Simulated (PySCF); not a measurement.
**Br⁺ (bromine, charge +1) across methods**

[Ar] 3d10 4s1 4p5, high-spin 3P determinant (an excited configuration). Calculation: PySCF 2.14, in aug-cc-pVQZ-PP with ECP10MDF; a scalar-relativistic core potential. The B2PLYP total includes its PT2 part (frozen core); its orbital energies are those of the SCF part.

```tsv
method	E (hartree)	mean ε 4s α (eV)	mean ε 4p α (eV)	mean ε 4p β (eV)	Σ⟨r²⟩ (bohr²)	⟨S²⟩
r2SCAN	-415.7717	-33.298	-19.486	-17.272	31.81	2.007
UHF	-414.57500	-42.026	-24.585	-19.861	32.40	2.016
BP86	-416.0690	-32.182	-18.951	-17.250	31.90	2.003
M06-L	-415.9374	-33.025	-19.329	-16.930	31.75	2.006
LDA	-415.3016	-32.264	-18.947	-17.267	31.93	2.002
PBE	-415.9009	-32.083	-18.877	-17.100	31.97	2.003
PBE0	-415.8631	-34.777	-20.502	-18.116	31.95	2.004
B2PLYP	-415.5081	-37.421	-21.910	-18.843	32.15	2.007
wB97X	-415.9421	-37.490	-22.892	-20.472	31.90	2.004
```

Energies and moments cover only the electrons outside the core potential.
